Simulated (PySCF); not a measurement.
# Computed structure and properties of Gd(SH)3

System: Gd(SH)3 (singlet in the valence; each metal's 4f electrons, 7 of them, lie in its core potential, out of spins and levels); start: displaced along the imaginary mode (C3). Method: PySCF 2.14.0, RKS PBE, Gd lcecp-1-SVP with ECP53, S def2-SVP, H def2-SVP; non-relativistic Hamiltonian with scalar-relativistic core potentials where named; density fitting; no spin-orbit coupling.

Input of the relaxation:

```python
mol = gto.M(atom='''
Gd     0.00000    -0.00000    -0.37753
S      2.43154    -0.00665     0.56262
H      2.04679     0.24999     1.87077
S     -1.21001     2.10910     0.56262
H     -1.23989     1.64758     1.87077
S     -1.22153    -2.10245     0.56262
H     -0.80690    -1.89757     1.87077''',
    basis={'Gd': 'lcecp-1-SVP', 'S': 'def2-SVP', 'H': 'def2-SVP'},
    ecp={'Gd': 'lcecp-1-SVP'},
    charge=0, spin=0)
mf = dft.RKS(mol, xc='PBE')
mf.grids.atom_grid = (50, 194)  # f atoms: unpruned, at least (60, 302)
mf = mf.density_fit()  # fitting sets: Gd AutoAux, S def2-universal-JKFIT, H def2-universal-JKFIT
mf.conv_tol = 1e-08; mf.max_cycle = 55
mf.kernel(dm0)  # dm0: converged density of the start geometry
# quasi-Newton relaxation in Cartesian coordinates to a largest gradient under 0.00045 Eh/bohr, steps kept in the point group
```

Run from Python with OMP_NUM_THREADS=2; the lines above give its settings. Where DIIS fails, smearing, a level shift and second-order steps follow.
It took 2.1 min on 2 threads of Intel(R) Xeon(R) 6975P-C (Granite Rapids), with other jobs on the host, from the converged density of the start.

Course of the relaxation:

| step | energy above end (eV) | largest force component within the symmetry (eV/Å) |
| --- | --- | --- |
| 0 | 0.3674 | 0.533 |
| 1 | 0.3276 | 0.194 |
| 2 | 0.2743 | 0.548 |
| 3 | 0.2406 | 0.628 |
| 4 | 0.1721 | 0.353 |
| 5 | 0.1355 | 0.564 |
| 6 | 0.1110 | 0.100 |
| 7 | 0.0938 | 0.122 |
| 23 | 0.0014 | 0.117 |
| 24 | 0.0006 | 0.016 |
| 25 | 0.0005 | 0.016 |
| 26 | 0.0002 | 0.031 |
| 27 | 0.0001 | 0.013 |
| 28 | 0.0000 | 0.012 |
(The steps between are left out.)

Relaxed geometry (C3):

```xyz
7

Gd    0.0000    0.0000    0.7985
S     2.5689   -0.4044    1.0029
H     2.8524    0.9317    1.0384
S    -0.9342    2.4269    1.0029
H    -2.2331    2.0044    1.0384
S    -1.6347   -2.0225    1.0029
H    -0.6193   -2.9361    1.0384
```

```
    contact      Å
Gd1–S2 (SH)  2.609
Gd1–S4 (SH)  2.609
Gd1–S6 (SH)  2.609
```

On the finer grid (75, 302):

```
HOMO                                                          : -6.21 eV
LUMO                                                          : -3.14 eV
Dipole about the centre of mass                               : 1.10 D
Set of Mulliken populations of Gd1 outside the core potential : s 2.36, p 6.34, d 1.58, f 0.03
D3(BJ) dispersion energy (not in the energies)                : -0.202 eV
```

```json
{"atom": "Gd1", "Mulliken (e)": "0.68", "Löwdin (e)": "-0.13", "spin (e)": "0.00"}
{"atom": "S2", "Mulliken (e)": "-0.34", "Löwdin (e)": "0.02", "spin (e)": "0.00"}
{"atom": "H3", "Mulliken (e)": "0.11", "Löwdin (e)": "0.03", "spin (e)": "0.00"}
{"atom": "S4", "Mulliken (e)": "-0.34", "Löwdin (e)": "0.02", "spin (e)": "0.00"}
{"atom": "H5", "Mulliken (e)": "0.11", "Löwdin (e)": "0.03", "spin (e)": "0.00"}
{"atom": "S6", "Mulliken (e)": "-0.34", "Löwdin (e)": "0.02", "spin (e)": "0.00"}
{"atom": "H7", "Mulliken (e)": "0.11", "Löwdin (e)": "0.03", "spin (e)": "0.00"}
```

The 4f levels lie in the core potential and are missing. Their spin isn't counted.

On the grid (50, 194), as all that follows. Harmonic modes: a minimum within the noise of the softest modes; lowest 16 cm⁻¹ (negative: unstable), highest 2593 cm⁻¹, zero-point energy 0.655 eV.

Taking off one SH (charge -1, singlet; the rest: singlet) in vacuum, both parts rigid, costs 9.07 eV; the small basis without counterpoise inflates it. Most of it is the attraction of opposite charges; other ways to part are cheaper, and one spin state was tried for the rest.

Rigid scan of SH along the line from its metal:

| distance to S2 (Å) | energy (eV) |
| --- | --- |
| 2.31 | 0.599 |
| 2.41 | 0.234 |
| 2.51 | 0.052 |
| 2.61 | 0.000 |
| 2.71 | 0.041 |
| 2.81 | 0.147 |
| 3.01 | 0.475 |
| 3.31 | 1.083 |
| 3.71 | 1.876 |
| 4.21 | 2.679 |

One start shape was tried, so this needn't be the lowest isomer.

An lcecp potential fixes the number of 4f electrons, so in runs with it no electron can move into or out of that shell.
